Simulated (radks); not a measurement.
Results of a calculation; reference values are marked as such.
Isoelectronic series with 1 electrons, all held in the configuration 1s1, which need not be the ground one along the series. Level of theory: non-relativistic Kohn-Sham, SCAN, spin-unpolarised, spherical densities, point nucleus; meta-GGA in the generalised Kohn-Sham scheme (a radial shooting solver on a logarithmic mesh with Libxc functionals). Total energies (hartree) and mean radii <r> (bohr):

| ion | E (hartree) | 1s |
|---|---|---|
| H | -0.45286 | 1.634 |
| B4+ | -12.19505 | 0.3053 |
| C5+ | -17.62980 | 0.2536 |
| N6+ | -24.06448 | 0.2170 |
| F8+ | -39.93374 | 0.1683 |
